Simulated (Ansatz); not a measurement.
Start from `C[O][In]([F])[F]` and change one element to get `C[Se][In]([F])[F]`.

Ansatz, PBE0-D4/def2-TZVP geometries, multiplicity 1. Each molecule was computed in one conformer, which needn't be the lowest.

Elements past krypton have def2 core potentials. Scalar relativity is left out up to krypton.

```
                                                                                  property  `C[O][In]([F])[F]`
                                                       LUMO energy (B3LYP/def2-TZVPP) / eV               -3.16
                                                         LUMO energy (PBE/def2-TZVPP) / eV               -3.71
ideal-gas entropy at 298 K and 1 bar (rigid rotor, harmonic PBE0-D4/def2-TZVP) / J/(mol·K)                 382
                                                       HOMO–LUMO gap (PBE/def2-TZVPP) / eV                3.25
                                                      HOMO–LUMO gap (PBE0/def2-TZVPP) / eV                5.74
                                                   HOMO–LUMO gap (ωB97M-V/def2-TZVPP) / eV               10.11
```

Problem. What does the change do to each property? (An estimate is asked.)

Solution. Ansatz gave: 
```json
{"property": "LUMO energy (B3LYP/def2-TZVPP) / eV", "`C[Se][In]([F])[F]`": "-2.78", "shift": "0.38"}
{"property": "LUMO energy (PBE/def2-TZVPP) / eV", "`C[Se][In]([F])[F]`": "-3.30", "shift": "0.41"}
{"property": "ideal-gas entropy at 298 K and 1 bar (rigid rotor, harmonic PBE0-D4/def2-TZVP) / J/(mol·K)", "`C[Se][In]([F])[F]`": "407", "shift": "25"}
{"property": "HOMO–LUMO gap (PBE/def2-TZVPP) / eV", "`C[Se][In]([F])[F]`": "3.10", "shift": "-0.15"}
{"property": "HOMO–LUMO gap (PBE0/def2-TZVPP) / eV", "`C[Se][In]([F])[F]`": "5.11", "shift": "-0.63"}
{"property": "HOMO–LUMO gap (ωB97M-V/def2-TZVPP) / eV", "`C[Se][In]([F])[F]`": "9.13", "shift": "-0.98"}
```

With PBE0 the HOMO rises by 0.96 eV and the LUMO rises by 0.33 eV, so the gap narrows by about 0.63 eV. PBE moves the HOMO by 0.54 eV and ωB97M-V by 1.22 eV. Modes under 60 cm⁻¹, often nearly free rotors, make the harmonic entropy too high.

B3LYP here is the variant with VWN-RPA as its local correlation; programs differ in this.

Spin–orbit coupling is left out; it splits and shifts lone-pair levels of the heavy atoms by tenths of an eV.
